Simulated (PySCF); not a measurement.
# Reading the logs of faulty runs: Al2BFH3 cation

These are calculations, not measurements. The program is PySCF 2.14.0, an open-source quantum chemistry code, run on an isolated molecule that a program drew, which may never have been made. The molecule is Al2BFH3 cation (charge +1, singlet), drawn as the SMILES string `F[BH][Al+][AlH2]`.

Each row is a Hartree-Fock (HF) and frozen-core CCSD(T) single point in the cc-pV(D+d)Z basis, meant for a local HF minimum. Run 1 is clean. Each other run has one planted mistake out of seven kinds, and not every kind appears here: one electron removed, one electron added, multiplicity raised by two, geometry at a saddle point, minimal basis STO-3G, one bond length entered in bohr, all coordinates scaled. The reference is restricted for singlets and unrestricted otherwise, and also for a bond in bohr. Adding or removing an electron swaps singlet and doublet. Electrons count all cores. HOMO and LUMO are orbital energies over both spins, the gradient is its largest component, and the lowest frequency (negative if imaginary) is given only where the gradient is small. Bond lengths are over the 6 bonds as drawn. T1 is the CCSD diagnostic: over 0.02 (restricted) or 0.045 (unrestricted) a single reference is doubtful.

Geometry of the clean run:
```xyz
7
Al2BFH3 cation, angstrom
F    -1.0354   -3.1921    0.1336
B    -1.3639   -2.0893    0.7675
Al    0.2362   -1.2351    2.0283
Al    2.2124   -0.2095    3.5665
H    -2.4535   -1.6201    0.6431
H     2.1274   -0.6499    5.0604
H     3.2022    0.7026    2.7783
```

| run | electrons | basis functions | <S^2> | HOMO (eV) | LUMO (eV) | gradient (hartree/bohr) | lowest frequency (cm^-1) | mean bond (Å) | longest bond (Å) | T1 | HF (hartree) | CCSD(T) (hartree) | mistake |
|---|---|---|---|---|---|---|---|---|---|---|---|---|---|
| 1 | 42 | 89 | 0.000 | -14.18 | -5.05 | 2.2e-05 | 21 | 1.7569 | 2.706 | 0.0170 | -609.47709 | -609.89273 | no fault |
| 2 | 43 | 89 | 0.768 | -5.97 | 0.07 | 2.9e-02 | - | 1.7569 | 2.706 | 0.0248 | -609.67887 | -610.11032 | one electron added |
| 3 | 42 | 31 | 0.000 | -11.11 | 1.29 | 3.8e-02 | - | 1.7569 | 2.706 | 0.0207 | -602.05221 | -602.21182 | minimal basis STO-3G |
| 4 | 42 | 89 | 0.000 | -14.41 | -5.17 | 9.2e-02 | - | 1.6427 | 2.530 | 0.0155 | -609.45029 | -609.86245 | all coordinates scaled |
| 5 | 42 | 89 | 2.024 | -11.95 | -6.65 | 2.2e-02 | - | 1.7569 | 2.706 | 0.0440 | -609.39743 | -609.80881 | ? |
| 6 | 41 | 89 | 0.820 | -21.02 | -12.49 | 6.2e-02 | - | 1.7569 | 2.706 | 0.0261 | -608.98734 | -609.38632 | ? |

**Which mistake was planted in run 5, and what did it cost?**

Electrons, basis and geometry are unchanged, and <S^2> is 2.024, beside S(S+1) = 2.00 for a multiplicity of 3. So the mistake is: multiplicity raised by two. Subtracting run 1 and multiplying by 627.51 kcal/mol a hartree, the energy moved by 50.0 kcal/mol in HF and 52.7 kcal/mol in CCSD(T).

**Which mistake was planted in run 6, and what did it cost?**

It counts 41 electrons, one fewer than the clean run, at the same geometry and basis. So the mistake is: one electron removed. Subtracting run 1 and multiplying by 627.51 kcal/mol a hartree, the energy moved by 307.3 kcal/mol in HF and 317.8 kcal/mol in CCSD(T).

Cautions from the logs. Run 3: T1 is over the limit, so its CCSD(T) energy is less reliable.
